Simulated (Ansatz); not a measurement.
A made-up structure of BSiH$_{3}$ClO (charge +1), closed shell:

O1  (-0.110, -1.555, -0.260)
B2  (-0.443, -0.340, -0.648)
Si3  (0.373, 1.096, 0.613)
Cl4  (1.526, 0.540, 2.107)
H5  (-0.476, -0.851, 0.382)
H6  (-1.111, -0.006, -1.575)
H7  (0.206, 2.564, 0.546)
(Å)

It is relaxed with PBE-D4/def2-SVP and then PBE0-D4/def2-TZVP (Ansatz 0.2.0). Atoms count as bonded within 1.22 times the sum of their covalent radii (H–H: 0.88 Å). The end point is not checked to be a true minimum.

Does its bonding change? (A judgement: the text doesn't fix the answer.)

By the calculation: Yes. Formed: none; broken: B2–H5.

Where it ends: The first stage lowers the energy by 3.00 eV in 11 steps. It ends as BSiH₃ClO ([OH][BH][SiH][Cl]), total charge +1:
```
7
angstrom
O -0.4749 -1.4767 -0.2897
B -0.5324 -0.2053 -0.6158
Si 0.3672 1.2581 0.5787
Cl 1.3218 0.7488 2.2305
H -0.0233 -1.7904 0.5019
H -1.0865 0.1934 -1.5894
H 0.3933 2.7198 0.3494
```

Labels in which every atom is bracketed show which atoms are joined, not bond orders.

For scale, one of the runs: PBE0-D4/def2-TZVP relaxation, 154 basis functions, launched by `ansatz run in.yaml --threads 2 --pin off --events-out ev --progress --plain --max-ram 4352MiB`. The run took about 37 s on 2 CPU threads of an Arm Neoverse V2 (shared host).
